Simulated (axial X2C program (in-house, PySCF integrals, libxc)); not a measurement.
## Curves of MnCl⁺ from open-shell CI on d4 s1 p(π)0

Computed with an in-house all-electron X2C program for linear molecules (integrals from PySCF): two-component X2C with atomic mean-field Coulomb and Gaunt terms, basis Mn dyall-v3z, Cl dyall-v3z (cores contracted in-house). Orbitals come from Hartree–Fock averaged over the configuration Mn d4 s1 p(π)0; CI then distributes these electrons over the d, s, p(π) shells of Mn.

Scan along the bond; masses Mn 54.938 u, Cl 34.969 u. Energies in cm⁻¹ from the lowest point; levels are followed by energy order within each Ω. Lowest level at 2.099 Å: 94% d5.

```
R (Å)  (1)Ω=5/2  (1)Ω=3/2  (1)Ω=1/2
1.952      4579      4581      4582
2.026      1861      1863      1865
2.099       446       448       450
2.183         0         3         5
2.267       499       503       505
2.361      1879      1883      1885
2.477      4430      4435      4438
```

**Question.** Fit the curves (1)Ω=5/2, (1)Ω=3/2, (1)Ω=1/2 near their minima.

**Answer.** From the open-shell CI curves, Te from the lowest:

```
   level  Te (cm⁻¹)  Re (Å)  ωe (cm⁻¹)
(1)Ω=5/2          0   2.176      463.7
(1)Ω=3/2          3   2.176      463.7
(1)Ω=1/2          5   2.176      463.7
```

Without dynamic correlation distances can be off by several hundredths of an Å (long for ionic bonds, short for multiple bonds) and the wavenumbers are rough.

There is no dynamic correlation: spin–orbit spacings and, for f shells, spacings inside one term are the most reliable numbers, splittings between terms come out too wide, and energies between configurations are not reliable, so the lowest level need not be the ground state of the molecule. The lowest levels belong to d5, not to the averaged configuration, so orbitals and distance suit them less well. For d shells the ligand-field splittings (σ, π, δ) and their order can be off by a thousand cm⁻¹ or more. At most 4 roots were kept for each Ω > 0 (twice that for Ω = 0) within 3.2 eV of the lowest, so higher up levels can be missing between those listed; levels with Ω > 0 are doubly degenerate and listed once, Ω = 0 levels singly. States that fill the shells left empty in the average are placed too high.
